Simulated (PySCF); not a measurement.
# Partial charges of `CO[C@@H]1CCC[P@H]1=S`

C5H11OPS.
Structure used (PBE0-D3(BJ)/def2-SVP), in Å, numbered top down from 1:
```xyz
19
C5H11OPS angstrom
C      2.0689    1.2999   -1.3003
O      0.9239    0.4944   -1.3095
C      0.7346   -0.2203   -0.1269
C     -0.3518   -1.2659   -0.3385
C     -1.7096   -0.5806   -0.1794
C     -1.6638    0.1650    1.1528
P      0.0224    0.9058    1.2247
S      0.9307    1.0575    2.9357
H      2.9901    0.6915   -1.2179
H      2.0919    1.8596   -2.2447
H      2.0675    2.0204   -0.4600
H      1.6802   -0.6532    0.2496
H     -0.2194   -1.7337   -1.3256
H     -0.2412   -2.0527    0.4256
H     -1.8565    0.1301   -1.0094
H     -2.5426   -1.2993   -0.2151
H     -1.7209   -0.5254    2.0100
H     -2.4416    0.9314    1.2798
H     -0.1406    2.1093    0.4738
```

Density: PBE0/pcSseg-1 (PySCF); schemes: Mulliken, IAO, Hirshfeld and ESP-fitted. Geometry: PBE0-D3(BJ)/def2-SVP, one conformer, isolated molecule.

Task: Give the atomic charges in each scheme.

Result: In e:

```tsv
atom	environment	Mulliken	IAO	Hirshfeld	ESP-fitted
C1	methoxy carbon	-0.047	-0.198	-0.037	-0.233
O2	ether oxygen	-0.483	-0.378	-0.129	-0.289
C3	sp3 carbon bound to oxygen	-0.172	-0.105	+0.009	+0.232
C4	ring CH2 carbon	-0.163	-0.262	-0.073	-0.191
C5	ring CH2 carbon	-0.223	-0.257	-0.066	-0.016
C6	sp3 carbon bound to phosphorus	-0.429	-0.479	-0.107	-0.236
P7	phosphorus bonded to 2 C, S and H	+0.436	+0.875	+0.296	+0.002
S8	sulfur bonded to P	-0.394	-0.595	-0.343	-0.357
H9	methyl hydrogen	+0.105	+0.127	+0.041	+0.121
H10	methyl hydrogen	+0.130	+0.160	+0.054	+0.149
H11	methyl hydrogen	+0.112	+0.123	+0.036	+0.092
H12	methine hydrogen	+0.143	+0.134	+0.037	+0.047
H13	methylene hydrogen	+0.146	+0.156	+0.048	+0.074
H14	methylene hydrogen	+0.136	+0.142	+0.047	+0.106
H15	methylene hydrogen	+0.140	+0.142	+0.040	+0.054
H16	methylene hydrogen	+0.143	+0.147	+0.048	+0.051
H17	methylene hydrogen	+0.169	+0.160	+0.047	+0.128
H18	methylene hydrogen	+0.169	+0.161	+0.053	+0.131
H19	P–H hydrogen	+0.081	-0.053	-0.002	+0.135
```

Mean size of the charges over all atoms: IAO 0.245 e, Mulliken 0.201 e, ESP-fitted 0.139 e, Hirshfeld 0.080 e. Each set sums to the total charge, 0, to within 0.001 e. The ESP scheme fits charges at the nuclei, held to the total charge, to the electrostatic potential on points at 1.4 to 2.0 times the van der Waals radii. The IAO scheme counts the electrons in orthogonalised intrinsic atomic orbitals, a minimal basis polarised so that it spans the occupied orbitals exactly.

Lowest charge. The schemes don't all agree: Mulliken O2 (-0.483); IAO S8 (-0.595); Hirshfeld S8 (-0.343); ESP-fitted S8 (-0.357).

Highest charge. The schemes don't all agree: Mulliken P7 (+0.436); IAO P7 (+0.875); Hirshfeld P7 (+0.296); ESP-fitted C3 (+0.232).

Task: How closely do the schemes follow one another over all atoms?

Result: Correlation coefficient and root-mean-square difference: IAO with Hirshfeld 0.95, 0.207 e; Mulliken with IAO 0.93, 0.127 e; Mulliken with Hirshfeld 0.87, 0.148 e; Mulliken with ESP-fitted 0.70, 0.169 e; Hirshfeld with ESP-fitted 0.68, 0.123 e; IAO with ESP-fitted 0.64, 0.244 e.

Task: Sum the charges by element, for elements with more than one atom.

Result: 
| element | atoms | Mulliken | IAO | Hirshfeld | ESP-fitted |
| --- | --- | --- | --- | --- | --- |
| C | 5 | -1.034 | -1.301 | -0.273 | -0.444 |
| H | 11 | +1.475 | +1.399 | +0.449 | +1.088 |

Task: How many electrons does the ESP-fitted scheme count on S8?

Result: Z − q = 16 − (-0.357) = 16.357.
